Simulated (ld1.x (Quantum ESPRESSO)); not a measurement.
# nickel (Ni), ultrasoft: configuration errors across variants

nickel (Ni), ultrasoft, made with ld1.x (Quantum ESPRESSO) 7.5 (LDA (PZ), scalar-relativistic). Core [Ar], reference 3d8 4s0 4p0 (charge +2). Waves: 4s (bound, empty): rcut 1.70, rcutus 1.95 bohr; 4s channel at 2.45 Ry: rcut 1.70, rcutus 1.95 bohr; 4p (bound, empty): rcut 1.60, rcutus 1.85 bohr; 4p channel at 1.25 Ry: rcut 1.60, rcutus 1.85 bohr; 3d (bound): rcut 0.80, rcutus 1.05 bohr; 3d channel at -0.45 Ry: rcut 0.80, rcutus 1.05 bohr. Local part: all-electron potential smoothed inside 1.80 bohr (lloc = -1). Core correction: Bessel-smoothed model core inside 1.05 bohr. Augmentation charge: PSQ, inside the norm-conserving radii.

All-electron excitation energies from the reference (eV): (1) 3d8 4s2 4p0 -27.260; (2) 3d8 4s1 4p0 -17.659; (3) 3d7 4s0 4p0 37.798; (4) 3d8.5 4s1.5 4p0 -28.461; (5) 3d8 4s0 4p1 -11.886; (6) 3d9 4s0 4p0 -20.698; (7) 3d7 4s2 4p0 -10.854; (8) 3d8 4s0 4p0 spin -0.945; (9) 3d8 4s2 4p0 spin -28.172.

Spin tests fill each open shell by Hund’s rule, majority spin first.

Tests that are not counted but printed errors over 1 eV. “waves 3d (bound): rcut 0.80, rcutus 1.58 bohr; 3d channel at -0.45 Ry: rcut 0.80, rcutus 1.58 bohr”: 3d7 4s0 4p0 (solver errors, printed error -679 eV).

1 further variants failed, have other tests or too few solved ones, and are left out.

Errors AE − PS in meV (a dash: test not solved or not reliable):

| change | (1) | (2) | (3) | (4) | (5) | (6) | (7) | (8) | (9) | bound ghosts |
| --- | --- | --- | --- | --- | --- | --- | --- | --- | --- | --- |
| base | -2.2 | -0.6 | -224 | -15 | +1.9 | -76 | -156 | +19 | +18 | none |
| waves 3d (bound): rcut 0.62, rcutus 0.66 bohr; 3d channel at -0.45 Ry: rcut 0.62, rcutus 0.66 bohr | -2.8 | -0.8 | -231 | -15 | +1.9 | -77 | -165 | +23 | +21 | none |
| waves 3d (bound): rcut 0.72, rcutus 0.76 bohr; 3d channel at -0.45 Ry: rcut 0.72, rcutus 0.76 bohr | -3.7 | -1.1 | -236 | -15 | +1.9 | -78 | -175 | +33 | +30 | none |
| waves 3d (bound): rcut 0.80, rcutus 0.86 bohr; 3d channel at -0.45 Ry: rcut 0.80, rcutus 0.86 bohr | -4.0 | -1.2 | -238 | -15 | +1.8 | -78 | – | +32 | +28 | none |
| waves 3d (bound): rcut 0.80, rcutus 1.06 bohr; 3d channel at -0.45 Ry: rcut 0.80, rcutus 1.06 bohr | -2.2 | -0.6 | -225 | -15 | +1.9 | -76 | -157 | +19 | +17 | none |
| waves 3d (bound): rcut 0.80, rcutus 1.16 bohr; 3d channel at -0.45 Ry: rcut 0.80, rcutus 1.16 bohr | -2.3 | -0.6 | -227 | -15 | +1.9 | -76 | -159 | +19 | +17 | none |
| waves 3d (bound): rcut 0.80, rcutus 1.26 bohr; 3d channel at -0.45 Ry: rcut 0.80, rcutus 1.26 bohr | -2.4 | -0.6 | -229 | -15 | +1.9 | -76 | -161 | +18 | +16 | none |
| waves 3d (bound): rcut 0.80, rcutus 1.46 bohr; 3d channel at -0.45 Ry: rcut 0.80, rcutus 1.46 bohr | -2.9 | -0.8 | -248 | -15 | +1.9 | -78 | -179 | +17 | +14 | none |
| waves 3d (bound): rcut 0.80, rcutus 1.58 bohr; 3d channel at -0.45 Ry: rcut 0.80, rcutus 1.58 bohr | -3.6 | -1.0 | – | -21 | +1.8 | -123 | -241 | +17 | +14 | none |

**Question.** Give the same row for: waves 3d (bound): rcut 0.80, rcutus 1.40 bohr; 3d channel at -0.45 Ry: rcut 0.80, rcutus 1.40 bohr.

**Answer.** -2.8, -0.8, -237, -15, +1.9, -78, -169, +17, +15; bound ghosts: none.
